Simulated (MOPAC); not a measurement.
MOPAC input (MNDO):

```
MNDO PRECISE GNORM=0.05 LET XYZ CHARGE=-1 GEO-OK AUX(PRECISION=9) THREADS=1
C2H9P2Si

C    -1.18635000 1   -0.55694800 1   -1.59475300 1
Si    0.08327300 1   -0.19009900 1   -0.22229300 1
C     1.72585000 1    0.17917300 1   -1.12521900 1
P     0.07795000 1   -1.76938900 1    1.25963000 1
P    -0.50140600 1    2.00505900 1    0.36063400 1
H    -1.19840200 1    0.23073900 1   -2.35306600 1
H    -2.19160800 1   -0.64621500 1   -1.17647000 1
H    -0.94209400 1   -1.50518400 1   -2.08094800 1
H     2.06641800 1   -0.72386400 1   -1.63835000 1
H     2.49860000 1    0.45950400 1   -0.40503800 1
H     1.62728000 1    0.98775700 1   -1.85729600 1
H     1.16490900 1   -1.17802600 1    1.97863300 1
H    -1.53895500 1    1.64928500 1    1.26165900 1
H     0.46285400 1    2.11898200 1    1.39884800 1
```

Output:

```
 *******************************************************************************
 **                                                                           **
 **                              MOPAC v23.2.5                                **
 **                                                                           **
 *******************************************************************************
 ** MOPAC's Digital Object Identifier: https://doi.org/10.5281/zenodo.6511958 **
 **                                                                           **
 ** Please cite the open-source release paper for use of this MOPAC version:  **
 ** J. E. Moussa and J. J. P. Stewart (2026)                                  **
 ** MOPAC: An open-source semiempirical molecular orbital program             **
 ** J. Open Source Softw., 11(119), 8025, https://doi.org/10.21105/joss.08025 **
 *******************************************************************************

                              MNDO CALCULATION RESULTS

 *******************************************************************************
 *  MNDO       - The MNDO Hamiltonian to be used
 *  GEO-OK     - OVERRIDE INTERATOMIC DISTANCE AND OTHER SAFETY CHECKS
 *
 *
 *
 *                 CHARGE ON SYSTEM = -1
 *
 *
 *
 *  LET        - OVERRIDE SOME SAFETY CHECKS
 *  PRECISE    - TIGHTER CRITERIA TO BE USED
 *  XYZ        - CARTESIAN COORDINATE SYSTEM TO BE USED
 *  GNORM      - EXIT WHEN GRADIENT NORM DROPS BELOW 0.050
 *  AUX        - OUTPUT AUXILIARY INFORMATION
 *******************************************************************************
MNDO PRECISE GNORM=0.05 LET XYZ CHARGE=-1 GEO-OK AUX(PRECISION=9) THREADS=1
 C2H9P2Si

   ATOM   CHEMICAL          X               Y               Z
  NUMBER   SYMBOL      (ANGSTROMS)     (ANGSTROMS)     (ANGSTROMS)

     1       C         -1.18635000  *  -0.55694800  *  -1.59475300  *
     2      Si          0.08327300  *  -0.19009900  *  -0.22229300  *
     3       C          1.72585000  *   0.17917300  *  -1.12521900  *
     4       P          0.07795000  *  -1.76938900  *   1.25963000  *
     5       P         -0.50140600  *   2.00505900  *   0.36063400  *
     6       H         -1.19840200  *   0.23073900  *  -2.35306600  *
     7       H         -2.19160800  *  -0.64621500  *  -1.17647000  *
     8       H         -0.94209400  *  -1.50518400  *  -2.08094800  *
     9       H          2.06641800  *  -0.72386400  *  -1.63835000  *
    10       H          2.49860000  *   0.45950400  *  -0.40503800  *
    11       H          1.62728000  *   0.98775700  *  -1.85729600  *
    12       H          1.16490900  *  -1.17802600  *   1.97863300  *
    13       H         -1.53895500  *   1.64928500  *   1.26165900  *
    14       H          0.46285400  *   2.11898200  *   1.39884800  *

          CARTESIAN COORDINATES

    NO.       ATOM           X           Y           Z

     1         C         -1.1864     -0.5569     -1.5948
     2        Si          0.0833     -0.1901     -0.2223
     3         C          1.7259      0.1792     -1.1252
     4         P          0.0780     -1.7694      1.2596
     5         P         -0.5014      2.0051      0.3606
     6         H         -1.1984      0.2307     -2.3531
     7         H         -2.1916     -0.6462     -1.1765
     8         H         -0.9421     -1.5052     -2.0809
     9         H          2.0664     -0.7239     -1.6383
    10         H          2.4986      0.4595     -0.4050
    11         H          1.6273      0.9878     -1.8573
    12         H          1.1649     -1.1780      1.9786
    13         H         -1.5390      1.6493      1.2617
    14         H          0.4629      2.1190      1.3988

  H: (MNDO): M.J.S. DEWAR, W. THIEL, J. AM. CHEM. SOC., 99, 4899, (1977)
  C: (MNDO): M.J.S. DEWAR, W. THIEL, J. AM. CHEM. SOC., 99, 4899, (1977)
 Si: (MNDO): M.J.S.DEWAR, ET. AL. ORGANOMETALLICS  5, 375 (1986)
  P: (MNDO): M.J.S.DEWAR, M.L.MCKEE, H.S. RZEPA,J. AM. CHEM. SOC., 100 3607 1978

           Empirical Formula: C2 H9 Si P2  =    14 atoms

      MOLECULAR POINT GROUP   :   C1

      RHF CALCULATION, NO. OF DOUBLY OCCUPIED LEVELS = 16

          Geometry optimization using EF

          DIAGONAL MATRIX USED AS START HESSIAN

 CYCLE:     1  GRAD.:   166.978 HEAT: -31.32084
 CYCLE:     2  GRAD.:    85.427 HEAT: -47.65574
 CYCLE:     3  GRAD.:   166.094 HEAT: -47.20519
 CYCLE:     4  GRAD.:   215.664 HEAT: -37.21218
 CYCLE:     5  GRAD.:   164.613 HEAT: -44.97691
 CYCLE:     6  GRAD.:   247.852 HEAT: -34.32993
 CYCLE:     7  GRAD.:   174.564 HEAT: -44.48792
 CYCLE:     8  GRAD.:   192.215 HEAT: -39.48620
 CYCLE:     9  GRAD.:   244.576 HEAT: -37.58031
 CYCLE:    10  GRAD.:   217.015 HEAT: -35.32540
 CYCLE:    11  GRAD.:   181.626 HEAT: -45.61697
 CYCLE:    12  GRAD.:   238.510 HEAT: -37.53396
 CYCLE:    13  GRAD.:   203.146 HEAT: -39.16559
 CYCLE:    14  GRAD.:   149.704 HEAT: -45.37504
 CYCLE:    15  GRAD.:   163.693 HEAT: -48.24761
 CYCLE:    16  GRAD.:   296.242 HEAT: -30.69948
 CYCLE:    17  GRAD.:   159.635 HEAT: -45.71986
 CYCLE:    18  GRAD.:   150.593 HEAT: -44.19886
 CYCLE:    19  GRAD.:    95.686 HEAT: -52.83556
 CYCLE:    20  GRAD.:   191.426 HEAT: -40.48345
 CYCLE:    21  GRAD.:   153.899 HEAT: -48.40416
 CYCLE:    22  GRAD.:   217.920 HEAT: -38.49419
 CYCLE:    23  GRAD.:    68.024 HEAT: -54.37956
 CYCLE:    24  GRAD.:    96.516 HEAT: -52.32242
 CYCLE:    25  GRAD.:    22.011 HEAT: -55.97512
 CYCLE:    26  GRAD.:    39.588 HEAT: -55.55576
 CYCLE:    27  GRAD.:     2.154 HEAT: -56.23149
 CYCLE:    28  GRAD.:     1.418 HEAT: -56.23725
 CYCLE:    29  GRAD.:     1.706 HEAT: -56.24489
 CYCLE:    30  GRAD.:     1.587 HEAT: -56.26079
 CYCLE:    31  GRAD.:     1.413 HEAT: -56.26945
 CYCLE:    32  GRAD.:     2.051 HEAT: -56.28346
 CYCLE:    33  GRAD.:     2.491 HEAT: -56.29598
 CYCLE:    34  GRAD.:     1.842 HEAT: -56.31136
 CYCLE:    35  GRAD.:     1.133 HEAT: -56.31815
 CYCLE:    36  GRAD.:     1.725 HEAT: -56.33683
 CYCLE:    37  GRAD.:     1.422 HEAT: -56.34463
 CYCLE:    38  GRAD.:     1.418 HEAT: -56.34831
 CYCLE:    39  GRAD.:     1.400 HEAT: -56.35061
 CYCLE:    40  GRAD.:     0.574 HEAT: -56.35231
 CYCLE:    41  GRAD.:     0.443 HEAT: -56.35354
 CYCLE:    42  GRAD.:     0.780 HEAT: -56.35488
 CYCLE:    43  GRAD.:     1.002 HEAT: -56.35707
 CYCLE:    44  GRAD.:     0.881 HEAT: -56.35966
 CYCLE:    45  GRAD.:     0.553 HEAT: -56.36096
 CYCLE:    46  GRAD.:     0.844 HEAT: -56.36341
 CYCLE:    47  GRAD.:     0.913 HEAT: -56.36479
 CYCLE:    48  GRAD.:     0.745 HEAT: -56.36725
 CYCLE:    49  GRAD.:     0.616 HEAT: -56.36876
 CYCLE:    50  GRAD.:     0.482 HEAT: -56.36988
 CYCLE:    51  GRAD.:     0.557 HEAT: -56.37093
 CYCLE:    52  GRAD.:     0.258 HEAT: -56.37139
 CYCLE:    53  GRAD.:     0.259 HEAT: -56.37173
 CYCLE:    54  GRAD.:     0.196 HEAT: -56.37194
 CYCLE:    55  GRAD.:     0.211 HEAT: -56.37216
 CYCLE:    56  GRAD.:     0.170 HEAT: -56.37226
 CYCLE:    57  GRAD.:     0.152 HEAT: -56.37235
 CYCLE:    58  GRAD.:     0.177 HEAT: -56.37238
 CYCLE:    59  GRAD.:     0.101 HEAT: -56.37242
 CYCLE:    60  GRAD.:     0.197 HEAT: -56.37243
 CYCLE:    61  GRAD.:     0.073 HEAT: -56.37245
 CYCLE:    62  GRAD.:     0.041 HEAT: -56.37246

     GRADIENT =  0.04125 IS LESS THAN CUTOFF =  0.05000

 -------------------------------------------------------------------------------
 MNDO PRECISE GNORM=0.05 LET XYZ CHARGE=-1 GEO-OK AUX(PRECISION=9) THREADS=1
 C2H9P2Si

     GEOMETRY OPTIMISED USING EIGENVECTOR FOLLOWING (EF).
     SCF FIELD WAS ACHIEVED

                              MNDO CALCULATION
                                                       MOPAC v23.2.5 Linux

          FINAL HEAT OF FORMATION =        -56.37246 KCAL/MOL =    -235.86239 KJ/MOL

          COSMO AREA              =        151.34 SQUARE ANGSTROMS
          COSMO VOLUME            =        151.19 CUBIC ANGSTROMS

          GRADIENT NORM           =          0.04125          =       0.01103 PER ATOM
          IONIZATION POTENTIAL    =          3.225488 EV
          HOMO LUMO ENERGIES (EV) =         -3.225  4.782
          NO. OF FILLED LEVELS    =         16
          MOLECULAR WEIGHT        =        123.1261         POINT GROUP:  C1

          MOLECULAR DIMENSIONS (Angstroms)

            Atom       Atom       Distance
            H    14    H     8     5.15037
            H     6    H    12     4.53794
            H    11    H    13     4.05135

          SCF CALCULATIONS        =         63

   ATOM   CHEMICAL          X               Y               Z
  NUMBER   SYMBOL      (ANGSTROMS)     (ANGSTROMS)     (ANGSTROMS)

     1       C         -1.17310749  *  -0.53881637  *  -1.53608993  *
     2      Si          0.08654944  *  -0.16894900  *  -0.29032693  *
     3       C          1.69164407  *   0.13214051  *  -1.08269091  *
     4       P          0.08969656  *  -1.49494716  *   1.19285696  *
     5       P         -0.44809259  *   1.81002829  *   0.42930819  *
     6       H         -1.26616132  *   0.25484434  *  -2.30355104  *
     7       H         -2.17260012  *  -0.66366999  *  -1.07862632  *
     8       H         -0.94758645  *  -1.47961221  *  -2.07525811  *
     9       H          2.07965170  *  -0.78210035  *  -1.57310508  *
    10       H          2.45799697  *   0.45175362  *  -0.35100069  *
    11       H          1.64532438  *   0.91790669  *  -1.86134235  *
    12       H          1.22780411  *  -1.40964222  *   1.85577235  *
    13       H         -1.65245012  *   1.66682091  *   0.97856135  *
    14       H          0.27143130  *   1.98457958  *   1.53579794  *

                             CARTESIAN COORDINATES

   1    C       -1.173107492    -0.538816368    -1.536089927
   2   Si        0.086549438    -0.168949003    -0.290326933
   3    C        1.691644068     0.132140512    -1.082690908
   4    P        0.089696559    -1.494947160     1.192856957
   5    P       -0.448092590     1.810028287     0.429308187
   6    H       -1.266161324     0.254844341    -2.303551035
   7    H       -2.172600118    -0.663669994    -1.078626323
   8    H       -0.947586451    -1.479612211    -2.075258105
   9    H        2.079651697    -0.782100348    -1.573105083
  10    H        2.457996969     0.451753619    -0.351000689
  11    H        1.645324381     0.917906695    -1.861342345
  12    H        1.227804112    -1.409642220     1.855772354
  13    H       -1.652450117     1.666820913     0.978561355
  14    H        0.271431303     1.984579575     1.535797943

           Empirical Formula: C2 H9 Si P2  =    14 atoms

      MOLECULAR POINT GROUP   :   C1

                  EIGENVALUES
 -29.61003 -25.63922 -17.06939 -14.07357 -10.87751 -10.65048 -10.47931 -10.42488
 -10.26582 -10.02642  -8.11192  -7.80858  -7.31941  -6.00585  -4.20013  -3.22549
   4.78185   5.98247   6.07234   6.16291   6.45445   6.95469   7.59670   7.63330
   7.79206   7.83927   8.26950   9.34537   9.55192

              NET ATOMIC CHARGES AND DIPOLE CONTRIBUTIONS

  ATOM NO.   TYPE          CHARGE      No. of ELECS.   s-Pop       p-Pop
    1          C          -0.299762        4.2998     1.26339     3.03637
    2         Si           1.409260        2.5907     0.98209     1.60865
    3          C          -0.317785        4.3178     1.26811     3.04967
    4          P          -1.181221        6.1812     1.78348     4.39774
    5          P          -0.608300        5.6083     1.73741     3.87089
    6          H          -0.022959        1.0230     1.02296
    7          H           0.003999        0.9960     0.99600
    8          H          -0.011617        1.0116     1.01162
    9          H          -0.014220        1.0142     1.01422
   10          H          -0.009495        1.0095     1.00950
   11          H          -0.013219        1.0132     1.01322
   12          H           0.022689        0.9773     0.97731
   13          H           0.024170        0.9758     0.97583
   14          H           0.018462        0.9815     0.98154
 DIPOLE           X         Y         Z       TOTAL
 POINT-CHG.     0.221     2.898    -4.857     5.660
 HYBRID         1.259     0.497     0.946     1.652
 SUM            1.480     3.395    -3.911     5.386

          ATOMIC ORBITAL ELECTRON POPULATIONS

     Atom    s        px        py        pz
    1  C   1.26339   1.07163   0.92634   1.03840
    2 Si   0.98209   0.55699   0.45553   0.59613
    3  C   1.26811   1.14998   0.92443   0.97526
    4  P   1.78348   1.32734   1.62096   1.44944
    5  P   1.73741   1.03508   1.63227   1.20353
    6  H   1.02296
    7  H   0.99600
    8  H   1.01162
    9  H   1.01422
   10  H   1.00950
   11  H   1.01322
   12  H   0.97731
   13  H   0.97583
   14  H   0.98154

 **********************
 *                    *
 * JOB ENDED NORMALLY *
 *                    *
 **********************

 == MOPAC DONE ==
```

The dipole moment of an ion depends on the origin.

The geometry given is a B3LYP-D3(BJ)/def2-TZVP minimum.
